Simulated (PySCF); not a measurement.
Diatomics with 41 electrons

PBE0 in PySCF with x2c-SVPall on every atom, spin-free X2C, for the lowest determinant that a PBE0 search found; no spin–orbit coupling. All have 41 electrons, 3 of them in the valence shells, and the same state, a doublet (σ ↑). For ions De leads to the atom and ion picked by measured ionisation energies and electron affinities.

```csv
species,difference of nuclear charges,Re (Å),ωe (cm⁻¹),k (mdyn/Å),De (eV),dissociates to,Mayer bond order
RbBe,33,3.525,152,0.111,0.30,Rb + Be,0.69
SrLi,35,3.630,179,0.123,0.36,Sr + Li,0.60
NaGa⁺,20,3.442,102,0.105,0.96,Na⁺ + Ga,0.52
SrBe⁺,34,3.190,238,0.272,0.65,Sr⁺ + Be,0.83
```

(1) Which member of the whole set has the stiffest bond, and how does it compare with the softest?

Weak bonds: RbBe, SrLi. Basis-set superposition, not corrected here, can be much of De in a small basis, most of all at correlated wavefunction levels. Functionals without a dispersion term scatter widely for such bonds, and LDA overbinds them. Spin–orbit coupling is left out. For an ion De counts to the pair picked by the measured ionisation energies or electron affinities, which need not be the lowest pair at this level. States were picked by a PBE0 search and need not be the measured ground states.

Results:

(1) SrBe⁺ with k = 0.272 mdyn/Å, 2.6 times that of NaGa⁺.
